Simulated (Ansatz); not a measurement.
`Oc1ccc(Oc2ccccc2)cc1` with charge -1, relaxed as a doublet with UKS PBE-D4/def2-SVP in Ansatz, starting from the PBE-D4/def2-SVP geometry of the neutral singlet. Force threshold 0.03 eV/Å.

The highest occupied level of the relaxed charge -1 doublet lies above zero (up to 2.65 eV). By energy differences it is unbound by 0.61 eV (each at its own geometry, against the charge 0 singlet, at PBE-D4/def2-SVP) and held by the finite basis.

Start:

Cartesian coordinates in Å:
```
O -0.4181 2.1509 4.3391
C -0.0933 1.7363 3.0818
C 1.2429 1.3619 2.8362
C 1.6278 0.9220 1.5649
C 0.6873 0.8606 0.5232
O 1.1320 0.4987 -0.7355
C 0.4780 -0.4832 -1.4427
C 0.6274 -0.4530 -2.8417
C 0.0324 -1.4507 -3.6246
C -0.7160 -2.4774 -3.0245
C -0.8557 -2.5007 -1.6276
C -0.2627 -1.5115 -0.8289
C -0.6453 1.2401 0.7568
C -1.0327 1.6705 2.0325
H -1.3654 2.3827 4.3515
H 1.9679 1.4192 3.6611
H 2.6658 0.6235 1.3587
H 1.2142 0.3620 -3.2897
H 0.1508 -1.4209 -4.7188
H -1.1865 -3.2566 -3.6427
H -1.4302 -3.3066 -1.1448
H -0.3643 -1.5366 0.2654
H -1.3772 1.1999 -0.0633
H -2.0789 1.9691 2.2139
```

Estimate the energy that the relaxation releases and the steps that it takes.

10.6 kJ/mol, in 6 steps; 40 s on 4 threads of Arm Neoverse V1 on a shared host. No frequencies were taken in this run, so the end may be a saddle point.

Does the start keep its bonding?

By distances, no bond broke or formed. The bond that changes most is C3–C4, from 1.40 to 1.43 Å (atoms count from 1).

Predict the relaxed structure.


Cartesian coordinates in Å:
```
O -0.498 2.050 4.333
C -0.111 1.676 3.055
C 1.233 1.317 2.853
C 1.647 0.904 1.545
C 0.727 0.903 0.492
O 1.184 0.555 -0.776
C 0.516 -0.443 -1.454
C 0.622 -0.433 -2.855
C -0.007 -1.466 -3.614
C -0.741 -2.465 -2.953
C -0.844 -2.465 -1.550
C -0.206 -1.449 -0.778
C -0.618 1.278 0.681
C -1.038 1.662 1.997
H -1.447 2.257 4.266
H 1.932 1.339 3.702
H 2.679 0.579 1.345
H 1.182 0.384 -3.333
H 0.076 -1.468 -4.713
H -1.239 -3.257 -3.538
H -1.417 -3.255 -1.038
H -0.239 -1.449 0.319
H -1.308 1.298 -0.173
H -2.087 1.949 2.187
```
Bond lengths: 12 × C–C 1.40 to 1.43 Å; 3 × C–O 1.38 to 1.39 Å; 9 × C–H 1.10 Å; 1 × H–O 0.97 Å.
